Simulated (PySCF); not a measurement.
GaH₂, SMILES [GaH2], multiplicity 2. Coordinates come from a B3LYP-D3(BJ)/def2-TZVPD optimisation. The spin state was assumed, not searched. The isomer is the one that the SMILES or the coordinates give; other isomers of the formula were not compared.

Computed equilibrium geometry at B3LYP-D3(BJ)/def2-TZVPD (PySCF confirms it by a frequency run) as bond lengths and angles, and its point group:
point group C2v.
Atoms: Ga1 H2 H3. Bonds (Å): Ga1–H2 1.601, Ga1–H3 1.601. Bond angles (°): H2–Ga1–H3 120.0.
Charge 0, spin multiplicity 2.
